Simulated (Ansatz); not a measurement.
This geometry of CH$_{7}$ClMgN$_{2}$ (12 atoms, charge 0, multiplicity 1) is a first-order saddle point.

Computed with RKS revPBE/def2-SVP in Ansatz.

```xyz
12
Properties=species:S:1:pos:R:3
Mg -0.142 -1.181 -1.129
N 1.516 0.093 -1.182
Cl -1.266 -2.669 -2.379
H 0.916 0.196 -0.022
N -0.117 -0.247 0.747
C -1.088 0.746 1.228
H 2.491 -0.234 -1.135
H 1.545 0.968 -1.725
H 0.238 -0.785 1.550
H -0.674 1.410 2.023
H -1.398 1.411 0.391
H -2.023 0.293 1.633
```

(1) Which two structures does it join? (They come from a converged band through this point; their orientation in space is the band's.)

(2) How far does it lie above each of them?

Answers

(1) Bonds broken: H4–N5. Bonds formed: N2–H4.

Image 0:

```xyz
12
Properties=species:S:1:pos:R:3
Mg 0.206 -0.769 -1.174
N 1.864 -0.088 -1.872
Cl -1.685 -1.988 -1.482
H 0.812 0.489 1.206
N 0.004 -0.090 0.932
C -1.262 0.636 1.223
H 2.550 0.500 -1.385
H 2.238 -0.240 -2.815
H 0.057 -0.924 1.537
H -1.373 0.905 2.295
H -1.297 1.567 0.621
H -2.115 0.001 0.914
```

Image 8:

```xyz
12
Properties=species:S:1:pos:R:3
Mg -0.165 -0.368 -0.936
N 2.021 -0.279 -1.327
Cl -0.941 -1.209 -2.893
H 2.600 0.198 -0.620
N -0.482 0.276 0.860
C -1.713 0.429 1.624
H 2.423 -1.222 -1.438
H 2.206 0.196 -2.224
H 0.315 0.568 1.438
H -1.915 1.481 1.954
H -2.593 0.129 1.010
H -1.757 -0.200 2.551
```

(2) 0.48 eV above the first and 0.43 eV above the second. This is the barrier of this one path; another mechanism may lie lower. The orbitals stay closed-shell, which can raise the energy where a bond breaks towards radicals; this wasn't checked here.

Time of the run: 3.4 min on 2 threads of Intel(R) Xeon(R) Platinum 8375C CPU @ 2.90GHz (Ice Lake), on a shared host, peak memory 0.18 GiB.
